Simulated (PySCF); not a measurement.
Si(H)(SiH3) anion (H4Si2), SMILES [SiH][SiH3] (connectivity only; charge and spin as stated), charge -1, multiplicity 2. Atoms are numbered in the order given.

```xyz
6

Si     0.1047    -1.3130     0.0000
H     -1.4404    -1.3631     0.0000
Si    -0.0010     1.0416     0.0000
H     -0.6811     1.7218     1.1714
H     -0.6811     1.7218    -1.1714
H      1.3509     1.7189     0.0000
```
Charge -1, spin multiplicity 2.

Coordinates come from a PBE0-D3(BJ)/def2-TZVPD optimisation. The spin state was assumed, not searched. The isomer is the one that the SMILES or the coordinates give; other isomers of the formula were not compared.

Computed with PBE/pcH-1 (PySCF).

Unrestricted Kohn–Sham, ⟨S²⟩ = 0.753. Hyperfine tensors hold the contact and dipolar terms, without spin-orbit corrections.

**Question.** Estimate the hyperfine couplings. (The exact figures need the calculation; the answer reports its results.)

**Answer.** 
```tsv
nucleus	A(iso) (MHz)	A(iso) (G)	dipolar principal values (MHz)
29Si no. 1	1.2	0.4	-154.9, 74.7, 80.2
1H no. 2	-32.1	-11.5	-10.5, 3.7, 6.9
29Si no. 3	40.7	14.5	-2.0, -0.6, 2.6
1H no. 4	48.0	17.1	-2.0, -1.0, 3.0
1H no. 5	48.0	17.1	-2.0, -1.0, 3.0
1H no. 6	-3.2	-1.2	-2.1, -1.0, 3.1
```

**Question.** And the g tensor (effective nuclear charges for spin-orbit coupling, GIAO)? (An estimate is asked for; the answer gives what the named calculation found.)

**Answer.** principal values 2.0023, 2.0048, 2.0112; isotropic 2.0061.
